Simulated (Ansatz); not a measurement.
A geometry relaxed with B3LYP-D3(BJ)/def2-TZVP (Ansatz, an electronic-structure program), charge 0, multiplicity 1:

```xyz
13

H     -1.8182    -1.2068     0.1203
H     -2.2094     0.8784    -0.8239
N      0.6501    -2.9372    -0.7512
H     -0.9048     2.1756    -0.9070
C     -1.1830     1.1694    -0.6189
C      0.0200    -2.1141    -0.2544
H     -0.6731    -1.1687     1.4559
C     -0.7659    -1.0522     0.3713
H      2.4080     0.0749    -0.5114
H      1.7601     0.6631     1.7261
H      1.5764     2.3068    -0.0505
Si     1.4547     0.8723     0.2898
C     -0.3149     0.3385    -0.0462
```

Question: Write the SMILES of this molecule.

Answer: `C=C([SiH3])CC#N`
